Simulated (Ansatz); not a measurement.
Zn₉O₉H₂₄⁻. Charge -1, multiplicity 2. Geometry r2SCAN-D4/def2-SVP, that of the neutral singlet; atoms count from 1.

Cartesian coordinates in Å:
```
Zn 2.6821 2.6687 0.9955
O 1.2318 0.4747 2.9389
O 0.6371 2.0638 0.7631
Zn 1.6297 1.0172 -0.8370
Zn 1.3144 -1.4685 2.1712
O 1.9420 -0.6582 0.3929
O 0.0193 1.2133 -1.9414
Zn -0.6634 0.4549 -3.8281
Zn 1.7800 -2.0978 -1.0211
O 2.0961 -0.5464 -2.3867
Zn -0.6276 0.9437 1.7609
O -0.6094 -1.1540 1.6278
O -2.0158 1.0768 0.1214
Zn -1.5772 -0.1165 -1.3730
Zn -1.1458 -2.6784 0.3615
O -0.2316 -1.7176 -1.1681
Zn -3.3069 1.0006 1.8347
O -2.8240 -1.5459 -0.1603
H 3.0907 1.4609 2.0632
H 2.8522 4.2159 0.9865
H 2.0990 1.0222 2.5242
H 1.2569 0.6137 3.8986
H 0.2018 2.8663 0.4413
H 3.0129 1.8662 -0.6549
H 1.9767 -2.6422 2.9094
H 2.8758 -0.4708 0.5963
H -0.2788 2.1343 -1.9479
H -1.0631 1.5886 -4.8170
H 0.4019 -0.8200 -3.8880
H 2.4482 -3.4770 -1.1349
H 2.9245 -0.5122 -2.8902
H 1.2822 -0.6039 -3.1339
H -1.7803 1.2291 2.8820
H -1.2179 -1.3135 2.3713
H -2.1089 1.9895 -0.1874
H -2.1087 -0.2814 -2.9085
H -1.2087 -4.1707 0.7218
H -0.4349 -2.1419 -2.0208
H -3.4866 -0.6518 1.8308
H -4.2883 2.2071 1.8920
H -3.1806 -1.0559 0.7649
H -3.5967 -1.9830 -0.5509
```

Single mean-field runs in def2-SVP are fitted with def2-universal-jkfit. The highest occupied level of the charge -1 doublet lies above zero (up to 1.43 eV). Energy differences disagree on whether the electron is bound (positive means bound): -0.20 eV (vertical, against the charge 0 singlet, at PBE0-D4/def2-SVP), but 0.22 eV at PBE-D4/def2-SVP.

Question: Estimate the Mulliken populations of the heavy atoms from the PBE0/def2-SVP orbitals of Ansatz.

Answer: 
| atom | charge (e) | spin (α − β) | d electrons |
| --- | --- | --- | --- |
| Zn1 | 0.35 | 0.04 | 9.93 |
| O2 | -0.38 | -0.01 | – |
| O3 | -0.56 | -0.01 | – |
| Zn4 | 0.60 | 0.13 | 9.95 |
| Zn5 | 0.51 | 0.03 | 9.94 |
| O6 | -0.58 | -0.01 | – |
| O7 | -0.56 | -0.01 | – |
| Zn8 | 0.35 | 0.04 | 9.93 |
| Zn9 | 0.51 | 0.04 | 9.94 |
| O10 | -0.38 | -0.01 | – |
| Zn11 | 0.60 | 0.13 | 9.95 |
| O12 | -0.58 | -0.01 | – |
| O13 | -0.56 | -0.01 | – |
| Zn14 | 0.60 | 0.13 | 9.95 |
| Zn15 | 0.51 | 0.04 | 9.94 |
| O16 | -0.58 | -0.01 | – |
| Zn17 | 0.35 | 0.04 | 9.93 |
| O18 | -0.38 | -0.01 | – |
Mulliken values depend strongly on the basis.

Question: Where does the spin sit?

Answer: Summed by element: Zn 0.62, O -0.10, H 0.49, of 1 unpaired in all. Largest on single atoms: Zn14 0.13, Zn4 0.13, Zn11 0.13.

Question: And the Mayer bond orders between heavy atoms (over 0.3)?

Answer: Zn1–O3 0.31 (2.15 Å); O2–Zn5 0.31 (2.09 Å); O3–Zn11 0.44 (1.96 Å); Zn4–O6 0.31 (2.10 Å); Zn4–O7 0.44 (1.96 Å); Zn5–O6 0.37 (2.05 Å); Zn5–O12 0.38 (2.02 Å); O6–Zn9 0.38 (2.02 Å); O7–Zn8 0.31 (2.14 Å); Zn9–O10 0.31 (2.09 Å); Zn9–O16 0.37 (2.05 Å); Zn11–O12 0.31 (2.10 Å); O12–Zn15 0.37 (2.05 Å); O13–Zn14 0.44 (1.96 Å); O13–Zn17 0.31 (2.15 Å); Zn14–O16 0.31 (2.10 Å); Zn15–O16 0.38 (2.02 Å); Zn15–O18 0.31 (2.09 Å).
